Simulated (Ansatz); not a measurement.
Molecular dynamics of FH$_{7}$N$_{2}$OSi$_{2}$

Input:

```yaml
crystal:
  periodic: [false, false, false]
  atoms:
    - { symbol: "N", position_ang: [-0.932967, -1.274367, 0.415327] }
    - { symbol: Si, position_ang: [0.49108, -0.58812, -0.31765] }
    - { symbol: "N", position_ang: [1.749867, -0.586488, 0.854688] }
    - { symbol: F, position_ang: [0.865881, -1.537701, -1.610862] }
    - { symbol: Si, position_ang: [-0.137927, 1.549045, -1.090408] }
    - { symbol: O, position_ang: [-1.592927, 1.871653, 0.083676] }
    - { symbol: H, position_ang: [-0.822708, -1.698751, 1.318971] }
    - { symbol: H, position_ang: [-1.518446, -1.853081, -0.160841] }
    - { symbol: H, position_ang: [2.480609, 0.095847, 0.778373] }
    - { symbol: H, position_ang: [2.125476, -1.459841, 1.179406] }
    - { symbol: H, position_ang: [-1.700751, 1.844562, -1.215277] }
    - { symbol: H, position_ang: [0.903561, 2.546459, -0.704838] }
    - { symbol: H, position_ang: [-1.89035, 1.055982, 0.484236] }
basis:
  gaussian: { orbitals: cc-pVDZ }
hamiltonian:
  xc: hf
md:
  timestep: 0.5
  n_steps: 200
  ensemble: nve
  temperature: 300.0
  initial_velocities: maxwell_boltzmann
  seed: 9223
```

Launched with:

```bash
$ ansatz run input.yaml --threads 2 --pin off --max-ram 3072MiB --backend cpu --events-out ev --progress --plain --runs-dir out
```

It starts at the highest image of a converged band. Of that band: The profile has 2 maxima (images 1, 3) with wells between them (image 2): this band takes more than one step, which may be the mechanism or a detour left from its start path. Neighbouring images differ by up to 3.9 eV, so the band resolves the path poorly. A vibrational analysis at the climbing image gives one clearly imaginary mode, 2116i cm⁻¹: a first-order saddle point.

Output, in part (one step line in 7, the closing report, with atoms numbered from 0):

```
md step     0: t =     0.00 fs  T =   300.0 K  F+E_penalty+E_count = -23542.36308792 eV  E_kin = 0.426558 eV  conserved = -23541.93652992 eV  (39 SCF iters)
md step     7: t =     3.50 fs  T =   271.1 K  F+E_penalty+E_count = -23542.32037801 eV  E_kin = 0.385474 eV  conserved = -23541.93490393 eV  (37 SCF iters)
md step    14: t =     7.00 fs  T =   612.8 K  F+E_penalty+E_count = -23542.80771083 eV  E_kin = 0.871376 eV  conserved = -23541.93633533 eV  (36 SCF iters)
md step    21: t =    10.50 fs  T =  1051.6 K  F+E_penalty+E_count = -23543.43542365 eV  E_kin = 1.495241 eV  conserved = -23541.94018276 eV  (37 SCF iters)
md step    28: t =    14.00 fs  T =   926.2 K  F+E_penalty+E_count = -23543.25137115 eV  E_kin = 1.316947 eV  conserved = -23541.93442422 eV  (37 SCF iters)
md step    35: t =    17.50 fs  T =  1108.5 K  F+E_penalty+E_count = -23543.50852066 eV  E_kin = 1.576143 eV  conserved = -23541.93237807 eV  (36 SCF iters)
md step    42: t =    21.00 fs  T =  1025.1 K  F+E_penalty+E_count = -23543.39283152 eV  E_kin = 1.457597 eV  conserved = -23541.93523463 eV  (40 SCF iters)
md step    49: t =    24.50 fs  T =  1153.4 K  F+E_penalty+E_count = -23543.58024387 eV  E_kin = 1.639957 eV  conserved = -23541.94028678 eV  (36 SCF iters)
md step    56: t =    28.00 fs  T =  1112.7 K  F+E_penalty+E_count = -23543.52131042 eV  E_kin = 1.582044 eV  conserved = -23541.93926656 eV  (35 SCF iters)
md step    63: t =    31.50 fs  T =   936.2 K  F+E_penalty+E_count = -23543.26621365 eV  E_kin = 1.331134 eV  conserved = -23541.93507917 eV  (35 SCF iters)
md step    70: t =    35.00 fs  T =   999.5 K  F+E_penalty+E_count = -23543.35518883 eV  E_kin = 1.421187 eV  conserved = -23541.93400152 eV  (36 SCF iters)
md step    77: t =    38.50 fs  T =   819.6 K  F+E_penalty+E_count = -23543.09932653 eV  E_kin = 1.165301 eV  conserved = -23541.93402587 eV  (37 SCF iters)
md step    84: t =    42.00 fs  T =   866.0 K  F+E_penalty+E_count = -23543.16915824 eV  E_kin = 1.231296 eV  conserved = -23541.93786199 eV  (37 SCF iters)
md step    91: t =    45.50 fs  T =   790.0 K  F+E_penalty+E_count = -23543.05870801 eV  E_kin = 1.123233 eV  conserved = -23541.93547466 eV  (39 SCF iters)
md step    98: t =    49.00 fs  T =   828.9 K  F+E_penalty+E_count = -23543.11857006 eV  E_kin = 1.178515 eV  conserved = -23541.94005511 eV  (41 SCF iters)
md step   105: t =    52.50 fs  T =   835.5 K  F+E_penalty+E_count = -23543.13074980 eV  E_kin = 1.187981 eV  conserved = -23541.94276881 eV  (40 SCF iters)
md step   112: t =    56.00 fs  T =   719.4 K  F+E_penalty+E_count = -23542.95854268 eV  E_kin = 1.022914 eV  conserved = -23541.93562895 eV  (41 SCF iters)
md step   119: t =    59.50 fs  T =   771.9 K  F+E_penalty+E_count = -23543.02991194 eV  E_kin = 1.097493 eV  conserved = -23541.93241868 eV  (40 SCF iters)
md step   126: t =    63.00 fs  T =   743.2 K  F+E_penalty+E_count = -23542.98948801 eV  E_kin = 1.056680 eV  conserved = -23541.93280791 eV  (41 SCF iters)
md step   133: t =    66.50 fs  T =   965.4 K  F+E_penalty+E_count = -23543.31024687 eV  E_kin = 1.372657 eV  conserved = -23541.93758953 eV  (41 SCF iters)
md step   140: t =    70.00 fs  T =   952.1 K  F+E_penalty+E_count = -23543.29092360 eV  E_kin = 1.353744 eV  conserved = -23541.93718001 eV  (40 SCF iters)
md step   147: t =    73.50 fs  T =   934.9 K  F+E_penalty+E_count = -23543.26833288 eV  E_kin = 1.329323 eV  conserved = -23541.93901028 eV  (39 SCF iters)
md step   154: t =    77.00 fs  T =   867.8 K  F+E_penalty+E_count = -23543.17456231 eV  E_kin = 1.233943 eV  conserved = -23541.94061929 eV  (38 SCF iters)
md step   161: t =    80.50 fs  T =   648.2 K  F+E_penalty+E_count = -23542.85559111 eV  E_kin = 0.921650 eV  conserved = -23541.93394128 eV  (42 SCF iters)
md step   168: t =    84.00 fs  T =   702.5 K  F+E_penalty+E_count = -23542.93060395 eV  E_kin = 0.998863 eV  conserved = -23541.93174144 eV  (42 SCF iters)
md step   175: t =    87.50 fs  T =   735.3 K  F+E_penalty+E_count = -23542.98031282 eV  E_kin = 1.045534 eV  conserved = -23541.93477872 eV  (42 SCF iters)
md step   182: t =    91.00 fs  T =   892.3 K  F+E_penalty+E_count = -23543.20871812 eV  E_kin = 1.268785 eV  conserved = -23541.93993337 eV  (43 SCF iters)
md step   189: t =    94.50 fs  T =   889.5 K  F+E_penalty+E_count = -23543.20300367 eV  E_kin = 1.264807 eV  conserved = -23541.93819670 eV  (44 SCF iters)
md step   196: t =    98.00 fs  T =   828.8 K  F+E_penalty+E_count = -23543.11572337 eV  E_kin = 1.178401 eV  conserved = -23541.93732224 eV  (46 SCF iters)
md step   200: t =   100.00 fs  T =   800.1 K  F+E_penalty+E_count = -23543.07169684 eV  E_kin = 1.137633 eV  conserved = -23541.93406432 eV  (43 SCF iters)
Total energy: -23543.07169684 eV, -865.1919267919 hartree
Atom 0 at    -0.989818    -0.929362     0.379557 Å, force    -0.099774    -0.155716     0.914648 eV/Å
Atom 1 at     0.515911    -0.481623    -0.366934 Å, force    -0.031130    -0.896997    -0.244082 eV/Å
Atom 2 at     1.814685    -0.697426     0.741003 Å, force    -0.261249     1.560498     1.262570 eV/Å
Atom 3 at     0.824748    -1.664340    -1.497839 Å, force    -0.049848     0.516661     0.153453 eV/Å
Atom 4 at     0.668134     1.548599    -1.540718 Å, force    -0.385355     0.666096    -1.235078 eV/Å
Atom 5 at    -2.881029     1.614215     0.834304 Å, force     4.921945     1.377860    -0.291770 eV/Å
Atom 6 at    -0.755718    -1.279620     1.312966 Å, force    -0.491206     0.164310    -0.593927 eV/Å
Atom 7 at    -1.674945    -1.549039    -0.042348 Å, force     0.576798     0.341216    -0.026297 eV/Å
Atom 8 at     2.223290     0.123699     1.202020 Å, force    -0.463949    -0.869006    -0.506453 eV/Å
Atom 9 at     2.526825    -1.244751     0.352574 Å, force     1.172908    -0.947910    -0.312722 eV/Å
Atom 10 at    -3.701970     1.288575     0.825459 Å, force    -4.311692    -1.810437    -0.082901 eV/Å
Atom 11 at     1.218172     2.550981    -0.557100 Å, force    -0.002760    -0.320203     0.512232 eV/Å
Atom 12 at    -2.299331     0.906874     0.538829 Å, force    -0.574689     0.373627     0.450328 eV/Å
Dipole moment:     0.116377    -0.310414     0.322654 e Å
```

The run went to its last step. The conserved energy stayed within 0.51 meV per atom of its start (net change 0.19 meV per atom), so the integration is sound. The system heated up, since it started high on the potential surface and ran downhill. A run of 0.1 ps of so small a system gives no equilibrium averages. The orbitals stay closed-shell, which can raise the energy where a bond breaks towards radicals; this wasn't checked here.

The step under study would form O6–H11 and break Si5–H11. These pairs go: O6–H11 1.30 → 0.88 Å, Si5–H11 1.60 → 4.98 Å. In the last frame they stand as after the step (other bonds may differ from the relaxed reactants and products). Also parted: Si5–O6 1.90 → 4.27 Å. It ends as FH5N2Si2 + H2O. Pairs count as bonded within 1.25 times the sum of covalent radii (0.12 Å more for H–H).

Last frame:

```xyz
13
Properties=species:S:1:pos:R:3
N -0.990 -0.929 0.380
Si 0.516 -0.482 -0.367
N 1.815 -0.697 0.741
F 0.825 -1.664 -1.498
Si 0.668 1.549 -1.541
O -2.881 1.614 0.834
H -0.756 -1.280 1.313
H -1.675 -1.549 -0.042
H 2.223 0.124 1.202
H 2.527 -1.245 0.353
H -3.702 1.289 0.826
H 1.218 2.551 -0.557
H -2.299 0.907 0.539
```

Run time: 8.6 min on 2 threads of Arm Neoverse V1 (shared host), peak memory 0.3 GiB.
